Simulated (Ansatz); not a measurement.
Results of the Gaussian-basis code of Ansatz.

CH5AlBCl, SMILES `[AlH2][BH]CCl` at its PBE0-D4/def2-TZVP geometry, where that method's forces vanish. Total charge 0; spin multiplicity 1.

| atom | x (Å) | y (Å) | z (Å) |
| --- | --- | --- | --- |
| Al1 | 0.798 | -0.534 | -1.570 |
| B2 | -0.251 | 0.576 | -0.101 |
| C3 | -0.251 | 0.295 | 1.440 |
| Cl4 | -1.732 | -0.643 | 0.937 |
| H5 | 0.280 | -1.927 | -2.148 |
| H6 | 2.164 | 0.028 | -2.177 |
| H7 | -0.872 | 1.554 | -0.417 |
| H8 | -0.572 | 1.064 | 2.138 |
| H9 | 0.435 | -0.413 | 1.897 |

Q: For each bond, give half the difference of the two atoms' forces along it (eV/Å; positive pushes the atoms apart) under PBE-D4, r2SCAN-D4, B3LYP-D4, ωB97M-V in def2-TZVPP. (An estimate is asked.)

A: The calculation gave: 
```csv
bond,length (Å),PBE-D4,r2SCAN-D4,B3LYP-D4,ωB97M-V
Al1–B2,2.119,-0.12,-0.05,0.02,0.01
Al1–H5,1.595,0.09,-0.01,-0.06,-0.10
Al1–H6,1.597,0.08,-0.02,-0.07,-0.11
B2–C3,1.566,0.07,0.11,0.14,0.17
B2–H7,1.201,0.08,-0.03,-0.16,-0.15
C3–Cl4,1.824,0.22,0.26,0.47,0.22
C3–H8,1.087,0.10,-0.06,-0.11,-0.12
C3–H9,1.086,0.09,-0.05,-0.10,-0.11
```

B3LYP here is the variant with VWN-RPA as its local correlation; programs differ in this.
